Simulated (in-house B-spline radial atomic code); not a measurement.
Computed with a B-spline radial atomic code. Model: two electrons, singlet ground state, non-relativistic, full CI in B-splines with partial waves to l = 8 (at full coupling up to 3e-4 hartree above the limit, correlation up to 0.6 % small), density held at that of full coupling by Lieb maximisation.

Along the adiabatic connection the electron repulsion is scaled by a coupling λ while a local potential keeps the density fixed. At λ = 0 the system is the Kohn-Sham one and W equals the exchange energy; the exchange-correlation energy is the area under W between 0 and 1. The kinetic energy rises with λ as the electrons avoid each other, with dT/dλ = −λ dW/dλ.

Command:
```bash
python run_ac.py task.json out
```
Settings (lengths in bohr, energies in hartree):
```
potential              yukawa
strength               2.04
lmax                   8
second                 0.103
```

Cost of the run: 41 s on 1 thread of Intel(R) Xeon(R) Processor @ 2.30GHz, on a shared host.

**W = mean repulsion less Hartree energy, and W of three functionals.**

Given: confinement screened point charge; nuclear charge 2.04; screening of the nucleus 0.103 1/bohr; external potential -Z exp(-k r)/r.

Computed: LDA exchange minus exact 144.02 millihartree; SCAN exchange minus exact -5.3439 millihartree.

```tsv
coupling	W xc (hartree)	W xc minus exchange (millihartree)	kinetic minus Kohn-Sham (millihartree)	LDA (PW92) W minus its exchange (millihartree)	PBE W minus its exchange (millihartree)	SCAN W minus its exchange (millihartree)
0	-1.0453	0	0	0	0	0
0.02	-1.0472	-1.923	0.02	-11.9	-1.76	-1.82
0.05	-1.05	-4.775	0.12	-24.32	-4.44	-4.48
0.12	-1.0566	-11.286	0.67	-46.49	-10.71	-10.47
0.25	-1.0681	-22.869	2.81	-77.41	-22.17	-20.96
0.4	-1.0807	-35.467	6.89	-105.28	-34.88	-32.21
0.6	?	?	?	?	?	?
0.8	-1.1108	-65.541	24.78	-160.46	-65.77	-58.82
1	-1.1242	-78.911	36.79	-182.08	-79.65	-70.62
1.4	-1.1481	-102.86	65.42	-218.19	-104.73	-91.84
2	-1.1783	-133.08	116.48	-260.73	-136.83	-118.95
3	-1.2175	-172.25	213.44	-313.32	-179.55	-155.06
4.5	?	?	?	?	?	?
7	-1.3037	-258.47	619.05	-429.39	-281.85	-240.2
10	-1.3366	-291.35	894.78	-477.03	-325.87	-274.73
```

(1) What belongs in the row 0.6?

(2) What belongs in the row 4.5?

(3) What is the PBE exchange minus exact?

**Energy parts, natural occupations and partial-wave weights.**

Computed: total energy -2.6389 hartree; exchange energy -1.0453 hartree; kinetic part of the DFT correlation energy 0.036792 hartree; kinetic part over minus potential part 0.46625; Hartree energy 2.0905 hartree; Kohn-Sham kinetic 2.9851 hartree; Lieb Oxford ratio E_xc over LDA exchange 1.2065.

| natural | occupation of the shell (electrons) |
| --- | --- |
| s | 1.9845 |
| p | 0.0073542 |
| s | ? |
| d | 0.00031209 |
| p | 0.00023837 |
| s | 0.00012184 |

(4) What belongs in the row s?

```
wave      weight
   s     0.99599
   p   0.0038076
   d           ?
   f  2.3834e-05
   g  5.4549e-06
```

(5) What belongs in the row d?

(6) What is the initial slope twice GL2?

(7) What is the correlation energy?

## Answers

(1) W xc (hartree): -1.0964; W xc minus exchange (millihartree): -51.102; kinetic minus Kohn-Sham (millihartree): 14.69; LDA (PW92) W minus its exchange (millihartree): -135.39; PBE W minus its exchange (millihartree): -50.87; SCAN W minus its exchange (millihartree): -46.07.

(2) W xc (hartree): -1.2592; W xc minus exchange (millihartree): -213.97; kinetic minus Kohn-Sham (millihartree): 367.89; LDA (PW92) W minus its exchange (millihartree): -368.62; PBE W minus its exchange (millihartree): -227.21; SCAN W minus its exchange (millihartree): -195.17.

(3) 11.61 millihartree.

(4) occupation of the shell (electrons): 0.0073309.

(5) weight: 0.00017453.

(6) -0.096551 hartree.

(7) -0.042119 hartree.

Half-way to full coupling W has made 55 % of its drop, against 50 % for a straight line, and second-order (GL2) theory, half the initial slope, overshoots the correlation energy by about 15 %: a moderate bend, as in light atoms. Over couplings 0 to 1 the errors in E_xc come to about +73 millihartree for LDA, +12 millihartree for PBE, -1.2 millihartree for SCAN, so SCAN is nearest. In LDA and SCAN the errors of exchange and correlation have opposite signs, so the sum is smaller than the larger of the two.
